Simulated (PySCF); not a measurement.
C2H2Cl, SMILES [CH]=CCl, doublet at its CAM-B3LYP/def2-SVP optimised geometry (Å):

```
5

C     -0.7048    -0.2837     0.0000
C      0.5994    -0.2837     0.0000
Cl     1.5562     1.1889    -0.0004
H     -1.5562     0.3921     0.0000
H      1.2132    -1.1889    -0.0001
```

Computed with unrestricted CAM-B3LYP/def2-TZVP (PySCF). Cells within 0.4 Å of a nucleus heavier than hydrogen are left out (blank, or x).

Map of the deformation density (molecule minus spherical neutral atoms) (e/bohr³) on the plane z = 0.0 Å:

```
|11111111111111111111111111111|
|11111111111111111111111111111|
|11111111111111111111111111111|
|11111111111111111111111111111|
|11111111111111111111111111111|
|11111111111111111111111111111|
|11111111111111111111111111111|
|11111111111111111221001111111|
|11111111111111111232000111111|
|1111111111111111123xx11111111|
|1111111111111111111xx32211111|
|1111111001111111110xx32211111|
|11111110143211111321112111111|
|11111111386311211332111111111|
|11111111367xx565xx21111111111|
|11111111235xx99xxx21111111111|
|11111111122xx553xx52111111111|
|11111111111212113773111111111|
|11111111111111112583111111111|
|11111111111111111221111111111|
|11111111111111111110111111111|
|11111111111111111111111111111|
|11111111111111111111111111111|
|11111111111111111111111111111|
|11111111111111111111111111111|
|11111111111111111111111111111|
|11111111111111111111111111111|
|11111111111111111111111111111|
|11111111111111111111111111111|
```
Scale: ten equal steps from -0.028 (start of '0') to 0.132 (end of '9'), in the order '0123456789'; x runs from -4.00 to 4.00, y from -4.00 (bottom) to 4.00 (top).
